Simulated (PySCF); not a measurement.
Job for PySCF: R-HF/STO-3G on CH3FOSn (SMILES C[O][Sn][F]), a point of a torsion scan.

```python
from pyscf import gto, scf, dft, mp
from pyscf.data.elements import chemcore

mol = gto.M(
    atom='''
    C    -0.90985333   -0.24141702    0.23243037
    O    -0.55717135    1.09894567   -0.03066487
    Sn   -0.52325207    2.92081121   -0.84889827
    F    -2.04890938    2.96334680   -2.28518656
    H    -0.43480056   -0.90189943   -0.49483703
    H    -1.99097224   -0.37292352    0.17144065
    H    -0.57008531   -0.50917631    1.23587719
    ''',
    basis='sto-3g',
    charge=0, spin=0, verbose=3, max_memory=1800)
mf = scf.RHF(mol)
mf.conv_tol = 1e-8
mf.max_cycle = 100
mf.kernel()
if not mf.converged:
    mf = mf.newton().run(mf.mo_coeff, mf.mo_occ)
```

It printed:

```
converged SCF energy = -6174.26736939122
```

The run converged.

Cost: very roughly 0.9 core-seconds.
